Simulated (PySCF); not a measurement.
AuCl₄, SMILES [Cl][Au-]([Cl])([Cl])[Cl], charge -1, multiplicity 1.

Coordinates come from a PBE0-D3(BJ)/def2-SVPD optimisation. The spin state was assumed, not searched. The isomer is the one that the SMILES or the coordinates give; other isomers of the formula were not compared. The def2 effective core potentials stand for the cores of Au; spin–orbit coupling is left out.

Calculation: PBE0-D3(BJ)/def2-SVPD (PySCF 2.14.0).

Frequencies are harmonic and unscaled.

Modes within 1.5 cm⁻¹ of each other (mostly degenerate sets) share a row, with their intensities summed.

| mode | ν (cm⁻¹) | IR (km/mol) | moving atoms (share of kinetic energy) |
|---|---|---|---|
| 1 | 79 | 0.0 | Cl 100 % |
| 2 | 131 | 5.5 | Cl 58 %, Au 42 % |
| 3 | 143 | 0.0 | Cl 100 % |
| 4–5 | 147 | 0.4 | Cl 86 %, Au 14 % |
| 6 | 304 | 0.0 | Cl 100 % |
| 7 | 323 | 0.0 | Cl 100 % |
| 8–9 | 338 | 147.0 | Cl 72 %, Au 28 % |
